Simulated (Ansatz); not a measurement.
`C=C(F)/C(F)=C/F` and `F/C=C(\F)C(F)F` differ in one atom or group.

Ansatz, PBE0-D4/def2-TZVP geometries, multiplicity 1. Each molecule was computed in one conformer, which needn't be the lowest.

```json
{"property": "LUMO energy (B3LYP/def2-TZVPP) / eV", "`C=C(F)/C(F)=C/F`": "-1.41"}
{"property": "LUMO energy (PBE/def2-TZVPP) / eV", "`C=C(F)/C(F)=C/F`": "-2.04"}
{"property": "HOMO energy (PBE/def2-TZVPP) / eV", "`C=C(F)/C(F)=C/F`": "-6.01"}
{"property": "HOMO energy (ωB97M-V/def2-TZVPP) / eV", "`C=C(F)/C(F)=C/F`": "-9.27"}
{"property": "HOMO–LUMO gap (PBE/def2-TZVPP) / eV", "`C=C(F)/C(F)=C/F`": "3.97"}
{"property": "size of the dipole moment (ωB97M-V/def2-TZVPP) / D", "`C=C(F)/C(F)=C/F`": "1.15"}
```

(1) What does the change do to each property? (Best estimate.)

Results:

(1) Ansatz gave: 
```csv
property,`F/C=C(\F)C(F)F`,shift
LUMO energy (B3LYP/def2-TZVPP) / eV,-0.62,0.79
LUMO energy (PBE/def2-TZVPP) / eV,-1.32,0.72
HOMO energy (PBE/def2-TZVPP) / eV,-6.66,-0.65
HOMO energy (ωB97M-V/def2-TZVPP) / eV,-10.31,-1.04
HOMO–LUMO gap (PBE/def2-TZVPP) / eV,5.34,1.37
size of the dipole moment (ωB97M-V/def2-TZVPP) / D,1.47,0.32
```

With PBE0 the HOMO falls by 0.88 eV and the LUMO rises by 0.85 eV, so the gap widens by about 1.73 eV. PBE moves the HOMO by -0.65 eV and ωB97M-V by -1.04 eV. The zero-point energy changes by -31.4 kJ/mol with -3 modes. Dipoles are sizes alone; their direction can turn.

B3LYP here is the variant with VWN-RPA as its local correlation; programs differ in this.
